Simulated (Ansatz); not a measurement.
Input for Ansatz (a quantum-chemistry and plane-wave program): U-CCSD(T)/aug-cc-pVDZ on CH4Be (SMILES [BeH][CH3]), a point of a bond scan (R = 1.065 Å).

Ansatz 0.2 input:
```yaml
crystal:
  periodic: [false, false, false]
  atoms:
    - {symbol: Be, position_ang: [-0.93852540, -0.49476050, -0.13416384]}
    - {symbol: H, position_ang: [-1.87350422, -0.98765136, -0.26782069]}
    - {symbol: C, position_ang: [0.53116533, 0.28001333, 0.07593101]}
    - {symbol: H, position_ang: [1.01548029, -0.00621365, 1.01576467]}
    - {symbol: H, position_ang: [0.42177910, 1.36971531, 0.09486335]}
    - {symbol: H, position_ang: [1.23709912, 0.04633441, -0.72832381]}
basis:
  gaussian:
    orbitals: aug-cc-pVDZ
correlation: {method: ccsd_t, electrons: outside_noble_gas}
scf: {omitted_lower_state_checks: [cluster_reference]}
magnetization: {spin_polarized: true, initial_magnetization: 0}
```

The log:

```
WARN ansatz: RAYON_NUM_THREADS=1 ignored (pool sized by the plan → 1); use --threads N
Functional definition: HF
these checks for a lower state are left out or cut short: cluster_reference
integrals: 0.11 GiB planned
782 factors; integrals over basis functions are off by at most 1.2e-3 eV
mean field: 0.16 GiB planned
mean field evaluation 1: about -1488.7418 eV, gradient 2.0e1 eV
mean field evaluation 2: about -1488.7600 eV, gradient 2.0e1 eV
mean field evaluation 4: about -1490.9557 eV, gradient 1.4e0 eV
mean field evaluation 8: about -1490.9751 eV, gradient 5.3e-4 eV
mean field -1490.97512079 eV, -54.7923250697 hartree, gradient 2.6e-6 eV, S^2 0.000000; 0 other end points of the search recorded, 0 dependent functions left out
2 core orbitals not correlated
reference -1490.97512079 eV, -54.7923250697 hartree; 5, 5 occupied and 75, 75 virtual orbitals, 782 factors
second order -5.48762412 eV of doubles, -0.00000000 eV of singles
coupled cluster: 0.35 GiB planned
cycle   1  -6.06249793 eV  change   -5.7e-1 eV  update   5.2e-2
cycle   2  -6.26048218 eV  change   -2.0e-1 eV  update   1.6e-2
cycle   3  -6.27571680 eV  change   -1.5e-2 eV  update   4.2e-3
cycle   4  -6.27508618 eV  change    6.3e-4 eV  update   1.3e-3
cycle   5  -6.27478187 eV  change    3.0e-4 eV  update   3.9e-4
cycle   6  -6.27473082 eV  change    5.1e-5 eV  update   1.1e-4
cycle   7  -6.27472899 eV  change    1.8e-6 eV  update   3.2e-5
cycle   8  -6.27473159 eV  change   -2.6e-6 eV  update   1.0e-5
perturbative correction -0.16229569 eV, -0.0059642567 hartree
Total energy: -1497.41214807 eV, -55.0288814591 hartree
Checks for a lower state left out: cluster_reference
```

The run converged.

Cost: about 4 core-seconds (a rough figure).
